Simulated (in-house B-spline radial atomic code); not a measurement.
**Ionising Br IX (Br8+) with different functionals**

Computed with a B-spline radial code for spherical atoms: scalar-relativistic (spin-free X2C) Hamiltonian, Fermi nucleus of rms radius 4.1629 fm, spin-polarised at highest spin, spherical fractional occupations for the functionals, and exact exchange of hybrids averaged over the configuration. The ionisation energy is the difference of two self-consistent energies, [Ar] 3d9 → [Ar] 3d8, without Breit or QED terms; ε is the level of the shell that loses the electron (its least bound occupied spin orbital). There is no spin-orbit coupling in this Hamiltonian.

```tsv
method	rung	ΔSCF (eV)	-ε(3d) (eV)
PBE0	global hybrid	227.14	214.85
B3LYP	global hybrid	227.25	213.89
TPSSh	global hybrid	227.04	211.60
M06-2X	global hybrid	226.98	220.74
BHandHLYP	global hybrid	226.94	219.94
r2SCAN0	global hybrid	?	?
B97-1	global hybrid	227.18	214.03
HSE06	range-separated hybrid	?	?
wB97X	range-separated hybrid	226.80	216.34
CAM-B3LYP	range-separated hybrid	227.17	215.88
LC-wPBE	range-separated hybrid	227.13	215.46
```

Question: What does r2SCAN0 give?

Answer: ΔSCF 227.54 eV, and -ε(3d) = 215.41 eV.

Question: What does HSE06 give?

Answer: ΔSCF 227.05 eV, and -ε(3d) = 214.34 eV.

Question: Among the functionals, which spreads more, the ΔSCF values or the orbital energies?

Answer: The orbital energies: ΔSCF values span about 0.75 eV and the orbital energies 9.15 eV; here energy differences depend much less on the functional than eigenvalues do.

Question: How do they compare with the NIST value?

Answer: NIST lists 224 eV ± 2.2 (tabulated theory, ground level to ground level). Errors run from +2.80 to +3.54 eV; all lie within about twice that uncertainty, so the table can't rank the methods.
